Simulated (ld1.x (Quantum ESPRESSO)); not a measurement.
# Fe (Z = 26) TM: all-electron and pseudo phase curves

```
Element                 : iron (Fe)
Generator               : ld1.x (Quantum ESPRESSO) 7.5
Type                    : norm-conserving Troullier–Martins (Kleinman–Bylander form)
Functional              : PBE
Relativity              : non-relativistic
Frozen core             : [Ne]
Valence charge          : 16
Reference configuration : 3s2 3p6 3d6 4s2 4p0
Partial waves           : 3p (bound): rc 0.90 bohr; 3d (bound): rc 1.45 bohr; 3s (bound): rc 0.80 bohr
Local potential         : the s channel
Core correction         : none
```

Occupied shells without a wave of their own: 4s. They enter only through the test configuration that unscreens the potential.

The phase is arctan(r·u′/u) with u = r·R(r), unwrapped; energies in Ry, scanned from -9 to 5 Ry. A pole is an energy at which the radial function vanishes at the test radius. The pseudo phase is shifted by a multiple of π to meet the all-electron one at the reference energy, and phase errors are pseudo minus all-electron; the curves can meet again beyond the range given. Levels narrower than the energy grid can be missing from the lists of poles.

```csv
channel,radius (bohr),reference energy (Ry),"poles, all-electron","poles, pseudo",unbroken range about the reference energy with phases within 0.05 rad,phase error 1 Ry above the reference energy (rad)
s,1.60,-6.76,-6.33,-6.33,below 1.8,-0.000
p,1.60,-4.38,-3.79,-3.79,the whole range,-0.000
d,1.60,-0.57,0.44,0.45,below 3.8,+0.003
```

Phases in the d channel:

```
E (Ry)  all-electron  pseudo
 -9.00         1.363   1.363
 -8.76         1.360   1.360
 -8.52         1.357   1.357
 -8.28         1.354   1.354
 -8.04         1.350   1.351
 -7.80         1.347   1.347
 -7.56         1.343   1.343
 -7.32         1.339   1.339
 -7.08         1.335   1.335
 -6.84         1.331   1.331
 -6.60         1.326   1.326
 -6.36         1.321   1.321
 -6.12         1.316   1.316
 -5.88         1.310   1.310
 -5.64         1.304   1.304
 -5.40         1.297   1.298
 -5.16         1.290   1.291
 -4.92         1.282   1.283
 -4.68         1.274   1.274
 -4.44         1.264   1.265
 -4.20         1.254   1.254
 -3.96         1.242   1.243
 -3.72         1.228   1.229
 -3.48         1.212   1.214
 -3.24         1.194   1.196
 -3.00         1.173   1.174
 -2.76         1.147   1.149
 -2.52         1.114   1.116
 -2.28         1.072   1.075
 -2.04         1.016   1.019
 -1.80         0.936   0.939
 -1.56         0.814   0.818
 -1.32         0.611   0.615
 -1.08         0.248   0.252
 -0.84        -0.320  -0.319
 -0.60        -0.854  -0.854
 -0.36        -1.176  -1.176
 -0.12        -1.359  -1.358
  0.12        -1.473  -1.470
  0.36        -1.550  -1.547
  0.60        -1.607  -1.603
  0.84        -1.652  -1.647
  1.08        -1.689  -1.684
  1.32        -1.722  -1.715
  1.56        -1.751  -1.743
  1.80        -1.779  -1.769
  2.04        -1.806  -1.794
  2.28        -1.833  -1.819
  2.52        -1.860  -1.844
  2.76        -1.889  -1.869
  3.00        -1.920  -1.896
  3.24        -1.953  -1.925
  3.48        -1.991  -1.956
  3.72        -2.033  -1.990
  3.96        -2.082  -2.028
  4.20        -2.140  -2.072
  4.44        -2.209  -2.122
  4.68        -2.293  -2.181
  4.92        -2.396  -2.252
```
